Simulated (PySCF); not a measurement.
SMILES C=CCCC(C)=O (C6H10O), singlet, GFN2-xTB optimised geometry.

```
17

C      2.51     1.90    -0.86
C      1.71     1.39     0.06
C      0.22     1.42    -0.01
C     -0.37     0.00     0.00
C     -1.88     0.00     0.00
C     -2.50    -1.37     0.01
O     -2.54     1.01     0.00
H      2.12     2.39    -1.74
H      3.58     1.86    -0.78
H      2.13     0.90     0.93
H     -0.11     1.94    -0.91
H     -0.18     1.96     0.86
H     -0.02    -0.54     0.88
H     -0.02    -0.55    -0.88
H     -2.13    -1.96    -0.83
H     -2.23    -1.89     0.93
H     -3.58    -1.30    -0.05
```

Density from PBE0/def2-SVP in PySCF at that geometry.

Minimum of the electron density along straight lines between bonded atoms, close to the bond critical point (lines longer than 1.1 times the sum of covalent radii, or with two minima, are not listed):

```csv
bond,length / Å,ρ at the minimum / e bohr⁻³,∇²ρ there / e bohr⁻⁵,position (fraction from the first atom)
C1–C2,1.319,0.347,-0.94,0.50
C2–C3,1.494,0.258,-0.61,0.51
C3–C4,1.530,0.240,-0.54,0.49
C4–C5,1.515,0.256,-0.61,0.49
C5–C6,1.510,0.257,-0.61,0.51
C5–O7,1.203,0.414,0.49,0.33
C1–H8,1.078,0.282,-1.07,0.63
C1–H9,1.077,0.283,-1.08,0.63
C2–H10,1.083,0.281,-1.06,0.63
C3–H11,1.091,0.278,-1.02,0.63
C3–H12,1.093,0.275,-1.00,0.63
C4–H13,1.093,0.272,-0.98,0.62
C4–H14,1.093,0.273,-0.99,0.63
C6–H15,1.087,0.274,-1.00,0.63
C6–H16,1.088,0.273,-0.99,0.63
C6–H17,1.087,0.278,-1.04,0.64
```
